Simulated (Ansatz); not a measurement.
ZrOF3H⁺, that is Zr(OH)F3 with one electron fewer. The state is a doublet with charge 1. Geometry PBE0-D4/def2-SVP, that of the neutral singlet; atoms count from 1.

```
atom   x (Å)   y (Å)   z (Å)
 Zr1   0.190   0.321  -0.288
  O2  -0.577  -0.973   0.872
  H3  -0.960  -1.624   1.458
  F4   2.058  -0.004  -0.467
  F5  -0.078   2.065   0.429
  F6  -0.632   0.215  -2.003
```

In the def2 sets Zr takes a core potential; there is no spin–orbit coupling.

(1) Estimate the Mulliken populations from the PBE0/def2-TZVP orbitals of Ansatz.

(2) Where does the spin sit?

(3) And the Mayer bond orders between heavy atoms (over 0.3)?

## Answers

(1) 
| atom | charge (e) | spin (α − β) | d electrons |
| --- | --- | --- | --- |
| Zr1 | 1.86 | -0.07 | 1.67 |
| O2 | -0.26 | 0.89 | – |
| H3 | 0.44 | -0.02 | – |
| F4 | -0.33 | 0.11 | – |
| F5 | -0.35 | 0.05 | – |
| F6 | -0.36 | 0.03 | – |
Mulliken values depend strongly on the basis.

(2) Summed by element: Zr -0.07, O 0.89, H -0.02, F 0.20, of 1 unpaired in all. Largest on single atoms: O2 0.89, F4 0.11, Zr1 -0.07.

(3) Zr1–O2 0.52 (1.90 Å); Zr1–F4 0.98 (1.90 Å); Zr1–F5 1.01 (1.90 Å); Zr1–F6 1.01 (1.90 Å).
